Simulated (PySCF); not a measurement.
From one molecule to another.

First species: C₃H₁₂O₂Si₂.
Geometry (PBE0-D3(BJ)/def2-SVP, Å), atoms numbered from 1 in this order:
```
atom  x, y, z in Å
C1    -3.1023    0.1403   -1.0319
O2    -3.1016   -0.0227    0.3577
Si3   -1.8764   -0.7041    1.2387
O4    -0.4980    0.2148    1.2923
C5     0.5225    0.2424    0.3253
C6     1.8837    0.2122    0.9922
Si7    3.3492    0.3034   -0.1932
H8    -2.4550    0.9789   -1.3461
H9    -2.7639   -0.7706   -1.5614
H10   -4.1273    0.3629   -1.3662
H11   -1.5164   -2.0215    0.6198
H12   -2.3826   -0.8052    2.6245
H13    0.4170    1.1604   -0.2822
H14    0.4276   -0.6145   -0.3720
H15    1.9757   -0.7104    1.5906
H16    1.9559    1.0515    1.7046
H17    3.3043    1.5686   -0.9910
H18    4.6291    0.2642    0.5761
H19    3.3272   -0.8491   -1.1477
```

Second species: C₄H₉NO₂Si.
Numbering: `[CH3:1][O:2][SiH2:3][O:4][CH2:5][CH2:6][C:7]#[N:8]` (hydrogens: H9, H10, H11 on C1; H12, H13 on Si3; H14, H15 on C5; H16, H17 on C6)

Structure used (PBE0-D3(BJ)/def2-SVP), in Å, numbered top down from 1:
```
atom  x, y, z in Å
C1    -2.7327   -1.3402    1.3004
O2    -2.9195   -0.2797    0.4046
Si3   -2.2960   -0.1468   -1.1192
O4    -0.7720    0.5240   -1.1381
C5     0.3785   -0.0586   -0.6015
C6     1.5564    0.8569   -0.9206
C7     2.8192    0.3399   -0.4153
N8     3.8070   -0.0966    0.0001
H9    -2.5563   -2.3017    0.7831
H10   -1.8779   -1.1503    1.9729
H11   -3.6335   -1.4512    1.9236
H12   -2.2234   -1.5179   -1.7165
H13   -3.1411    0.7996   -1.8771
H14    0.5630   -1.0624   -1.0291
H15    0.2967   -0.1785    0.4944
H16    1.6256    0.9914   -2.0116
H17    1.3693    1.8514   -0.4856
```

Levels: wB97X-D/def2-SVPD for dipole moment, HOMO energy, LUMO energy, HOMO–LUMO gap, static isotropic polarisability and electronic spatial extent ⟨r²⟩ about the centre of nuclear charge; TDDFT wB97X-D/def2-SVPD for lowest singlet excitation; TDA wB97X-D/def2-SVPD for lowest triplet excitation (Tamm–Dancoff); ΔSCF wB97X-D/def2-SVPD for vertical ionisation energy; PBE0-D3(BJ)/def2-SVP for rotational constant A and rotational constant C. Geometries: PBE0-D3(BJ)/def2-SVP. Each species is one conformer at its optimised geometry, gas phase, non-relativistic unless stated. Electronic properties by PySCF.

The conformers computed, where there is a choice (atom-mapped SMILES and torsion angles):
- `[CH3:1][O:2][SiH2:3][O:4][CH2:5][CH2:6][SiH3:7]`: C1–O2–Si3–O4 69°, O2–Si3–O4–C5 -84°, Si3–O4–C5–C6 -136°, O4–C5–C6–Si7 -178°
- `[CH3:1][O:2][SiH2:3][O:4][CH2:5][CH2:6][C:7]#[N:8]`: C1–O2–Si3–O4 -87°, O2–Si3–O4–C5 66°, Si3–O4–C5–C6 176°, O4–C5–C6–C7 180°

| property | column X | column Y |
| --- | --- | --- |
| dipole moment | 3.17 D | 1.44 D |
| HOMO energy | -10.51 eV | -10.08 eV |
| LUMO energy | 1.81 eV | 1.91 eV |
| HOMO–LUMO gap | 12.32 eV | 11.99 eV |
| lowest singlet excitation | 7.69 eV | 7.85 eV |
| lowest triplet excitation (Tamm–Dancoff) | 6.40 eV | 7.64 eV |
| static isotropic polarisability | 84.4 au | 98.3 au |
| vertical ionisation energy | 10.72 eV | 10.21 eV |
| electronic spatial extent ⟨r²⟩ about the centre of nuclear charge | 1842 bohr² | 2053 bohr² |
| rotational constant A | 3.803 GHz | 4.274 GHz |
| rotational constant C | 0.584 GHz | 0.546 GHz |

Task: Which column belongs to which species?

Result: Column X is the second species and column Y the first. The first has 19 atoms and 74 electrons, the second 17 and 70.

Task: How does each property change from the first species to the second?

Result: dipole moment +1.73 D; HOMO energy -0.43 eV; LUMO energy -0.10 eV; HOMO–LUMO gap +0.33 eV; lowest singlet excitation -0.16 eV; lowest triplet excitation (Tamm–Dancoff) -1.24 eV; static isotropic polarisability -13.9 au; vertical ionisation energy +0.51 eV; electronic spatial extent ⟨r²⟩ about the centre of nuclear charge -211 bohr²; rotational constant A -0.471 GHz; rotational constant C +0.038 GHz.

On the first: The polarisability is 14.57 Å³ as a volume (1 au = 0.148185 Å³), or 1.33 au for each of the 74 electrons. The principal polarisabilities are 85.2, 95.4 and 114.5 au; their mean is the isotropic value.

On the second: The polarisability is 12.51 Å³ as a volume (1 au = 0.148185 Å³), or 1.21 au for each of the 70 electrons. The dipole equals about 10.6 × 10⁻³⁰ C·m (1 D = 3.33564 × 10⁻³⁰ C·m).
